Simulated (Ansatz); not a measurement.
Reaction (SMILES): C=CC[SiH2-] → C=[C-]C[SiH3]

Wanted: isomerisation energy (electronic), in kcal/mol. Set-up: no spin-orbit coupling; six Cartesian d functions in 6-31G* and its kin unless marked 5d; non-relativistic; no dispersion term unless named; frozen cores in correlated levels. CBS(X,Y): correlation extrapolated as X^-3; Hartree-Fock from the larger set. First-principles rows: single points at B3LYP-D3(BJ) geometries (Ansatz, an electronic-structure program). Anions need diffuse functions, which STO-3G, LANL2DZ, def2-SVP, cc-pVDZ and Pople sets without + lack.

| species | coefficient | E at MP2/6-31G* (Ansatz), Eh | E at wB97M-V/def2-TZVPD (Ansatz), Eh |
|---|---|---|---|
| C=CC[SiH2-] | -1 | -406.99295 | -407.94925 |
| C=[C-]C[SiH3] | +1 | -406.93622 | -407.90790 |

Coupled cluster (Ansatz) is a level with limits of its own, used here on species with T1 under 0.025 (0.045 for open shells) and stable references: CCSD(T)/CBS(aug-cc-pV(T+d)Z,aug-cc-pV(Q+d)Z). Value to compare with, CCSD(T)/CBS(aug-cc-pV(T+d)Z,aug-cc-pV(Q+d)Z) (Ansatz): 25.5 kcal/mol. 1 Eh = 627.5095 kcal/mol.

Q: Compute it at each level from the table, and compare with CCSD(T)/CBS(aug-cc-pV(T+d)Z,aug-cc-pV(Q+d)Z) (Ansatz).

A: 
- MP2/6-31G*: the sum of coefficient times E is 0.05673 Eh, or 35.60 kcal/mol. Result: 35.6 kcal/mol. Its difference against CCSD(T)/CBS(aug-cc-pV(T+d)Z,aug-cc-pV(Q+d)Z) (Ansatz) is 10.1 kcal/mol.
- wB97M-V/def2-TZVPD: the sum of coefficient times E is 0.04135 Eh, or 25.95 kcal/mol. Result: 25.9 kcal/mol. Its difference against CCSD(T)/CBS(aug-cc-pV(T+d)Z,aug-cc-pV(Q+d)Z) (Ansatz) is 0.4 kcal/mol.
